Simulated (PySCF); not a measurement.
Polarisability and C₆ of Xe⁺ (xenon, charge +1)

[Kr] 4d10 5s2 5p5, 2P determinant. Computed with PySCF 2.14 in x2c-TZVPPall with one added diffuse shell each of s, p, d, f type (9s7p5d3f, 76 functions), with the spin-free X2C one-electron Hamiltonian (Gaussian nucleus). Coupled (time-dependent) response in atomic units; α is the mean over directions.

| method | mean α (bohr³) | α xx, yy, zz | C₆ (like pair) | S(−4) |
| --- | --- | --- | --- | --- |
| UHF | 17.69 | 17.16, 17.95, 17.95 | 155.0 | 48.10 |
| PBE | 18.26 | 17.47, 18.66, 18.66 | 160.3 | 53.76 |
| PBE0 | 17.86 | 17.25, 18.17, 18.17 | 156.4 | 49.74 |
| B97-3 | 18.06 | 17.35, 18.41, 18.41 | 158.4 | 51.42 |
| B3LYP | 18.04 | 17.30, 18.40, 18.40 | 157.7 | 52.03 |

S(−4) is the Cauchy moment in α(ω) = α(0) + S(−4) ω² + …

Spin-orbit coupling is absent.

α(iu) at B3LYP:

```csv
u (hartree),α(iu) (bohr³)
0,18.04
0.0500,17.91
0.100,17.53
0.200,16.20
0.300,14.44
0.500,10.89
0.750,7.571
1.00,5.452
1.50,3.216
2.00,2.167
3.00,1.235
5.00,0.5937
```

For an ion, C₆ is the dispersion term alone; charge-induced terms of lower order in 1/R come first.

The components differ because the open shell of this determinant is not spherical; for a pure term their mean is the scalar polarisability.
